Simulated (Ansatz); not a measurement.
CH6BNZn, SMILES `B[CH2][Zn][NH2]`, 10 atoms. The species carries charge 0 and has multiplicity 1. For Zn the d shell is correlated and the shells below it are frozen. Scalar relativity is left out up to krypton. All runs use 4 threads of an Arm Neoverse V1 on a shared host. Correlated methods freeze the cores.

(1) How many basis functions does each run have, and how long does it take in Ansatz? RKS B2PLYP (frozen core with 3s3p of Cu, Zn)/def2-TZVPP energy; RKS PBE0-D4/def2-QZVPP energy; RKS B3LYP-D4/def2-TZVPP energy and forces; RKS ωB97M-V/def2-SVP energy; direct RPA on PBE orbitals with 3s3p of Cu, Zn/def2-TZVPP energy; RHF-CCSD(T) with 3s3p of Cu, Zn/def2-TZVPP energy; RKS ωB97X-V/def2-TZVPP energy; RKS PBE0-D4/def2-TZVP relaxation (45 steps); RKS PBE0-D4/def2-SVP energy; RKS PBE0-D4/def2-TZVP frequencies; RHF-CCSD(T) with 3s3p of Cu, Zn/def2-SVP energy; RKS r2SCANh-D4/def2-TZVPP energy. (Best estimate.)

Results:

(1) The calculation gave: Other jobs shared the machine, so times are rough.

```csv
level,job,functions,wall time,peak host memory (GiB)
RKS PBE0-D4/def2-SVP,energy,103,1.1 s,0.21
"RHF-CCSD(T) with 3s3p of Cu, Zn/def2-SVP",energy,103,4 s,0.45
RKS B3LYP-D4/def2-TZVPP,energy and forces,241,4.2 s,0.68
RKS r2SCANh-D4/def2-TZVPP,energy,241,4.5 s,0.61
"RKS B2PLYP (frozen core with 3s3p of Cu, Zn)/def2-TZVPP",energy,241,4.7 s,0.62
RKS ωB97M-V/def2-SVP,energy,103,4.8 s,0.32
"direct RPA on PBE orbitals with 3s3p of Cu, Zn/def2-TZVPP",energy,241,5.5 s,0.62
RKS PBE0-D4/def2-QZVPP,energy,451,7 s,1.5
RKS ωB97X-V/def2-TZVPP,energy,241,7.5 s,0.72
RKS PBE0-D4/def2-TZVP,frequencies,177,110 s,0.45
"RHF-CCSD(T) with 3s3p of Cu, Zn/def2-TZVPP",energy,241,120 s,4.7
RKS PBE0-D4/def2-TZVP,relaxation (45 steps),177,2.1 min,0.46
```

B3LYP here is the variant with VWN-RPA as its local correlation; programs differ in this.
